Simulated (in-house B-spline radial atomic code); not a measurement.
# Sc⁶⁺: [Ne] 3s2 3p3

Level of theory: Dirac-Kohn-Sham relativistic LDA, spherical fractional occupations, Fermi nucleus of rms radius 3.5459 fm; calculated with an all-electron radial atomic-structure program (B-spline basis).

Effective charges: Z_r = [3n² - l(l+1)]/(2<r>) from the radius, Z_e = n√(-2ε) from the energy, and Slater's rules. Values are occupation-weighted means over j.

```json
{"shell": "1s", "electrons": "2", "ε (eV)": "-4487", "<r> (bohr)": "0.07328", "Z_r": "20.47", "Z_e": "18.16", "Slater": "20.70"}
{"shell": "2s", "electrons": "2", "ε (eV)": "-579.71", "<r> (bohr)": "0.3435", "Z_r": "17.47", "Z_e": "13.05", "Slater": "16.85"}
{"shell": "2p", "electrons": "6", "ε (eV)": "-495.84", "<r> (bohr)": "0.3067", "Z_r": "16.30", "Z_e": "12.07", "Slater": "16.85"}
{"shell": "3s", "electrons": "2", "ε (eV)": "-146.68", "<r> (bohr)": "0.9882", "Z_r": "13.66", "Z_e": "9.85", "Slater": "10.80"}
{"shell": "3p", "electrons": "3", "ε (eV)": "-124.04", "<r> (bohr)": "1.021", "Z_r": "12.25", "Z_e": "9.06", "Slater": "10.80"}
```

The least bound orbital is 3p3/2 at -123.8 eV, and it is also the most diffuse (<r> = 1.022 bohr).

Spin-orbit splittings of the orbital energies (j = l + 1/2 above j = l - 1/2 when positive): 2p 4.659 eV, 3p 0.6892 eV.

For the 1s electron the small component carries 0.561 % of the norm, the zero-frequency Breit interaction raises the level by 4.169 eV, self-energy by 1.96 eV, and vacuum polarisation lowers it by 0.1486 eV.
